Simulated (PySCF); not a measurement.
## One molecule, a ladder of functionals, a line

Molecule: `C#CCB`, C$_{3}$H$_{5}$B.

Cartesian coordinates in Å; atom numbers follow the order of the lines, from 1:
```xyz
9

B    -1.3117    0.7863    0.0005
C    -0.4134   -0.4944   -0.0878
C     1.0267   -0.3198   -0.1579
C     2.2253   -0.1542   -0.2110
H    -0.8561    1.9013   -0.0736
H    -2.5051    0.6331    0.1262
H    -0.6933   -1.1659    0.7473
H    -0.7853   -1.0424   -0.9794
H     3.2883   -0.0095   -0.2589
```

GIAO shieldings (ppm, equivalent atoms averaged) in PySCF 2.14.0 with density-fitted response routines on the PBE0-D3(BJ)/def2-SVP geometry, basis pcSseg-2, gas phase, non-relativistic:

```csv
functional,exact exchange (%),σ(B1),σ(C3),σ(C4),σ(C2)
BLYP,0,-3.4,88.2,108.1,148.1
BP86,0,-0.4,91.7,109.4,152.1
PBE,0,-3.0,91.3,109.3,151.7
B3LYP,20,3.1,91.2,109.0,154.6
PBE0,25,5.9,95.1,110.8,159.6
BHandHLYP,50,13.1,95.7,111.1,162.8
HF,100,32.1,104.2,116.3,174.8
```

Task: Fit each shielding as a line in the percentage of exact exchange.

Result: σ(B1) = -2.7 + 0.34 x (rms 1.1 ppm); σ(C3) = 90.2 + 0.14 x (rms 1.4 ppm); σ(C4) = 108.6 + 0.07 x (rms 0.8 ppm); σ(C2) = 150.9 + 0.24 x (rms 1.6 ppm). The functionals also differ in their semilocal parts, which the line can't hold; Hartree–Fock has no correlation at all.

Task: What does the line predict for mPW1PW91 (25 %), and what does the run give?

Result: σ(B1): 5.8 predicted, 7.0 computed; σ(C3): 93.7 predicted, 94.8 computed; σ(C4): 110.3 predicted, 110.3 computed; σ(C2): 156.9 predicted, 159.3 computed ppm.
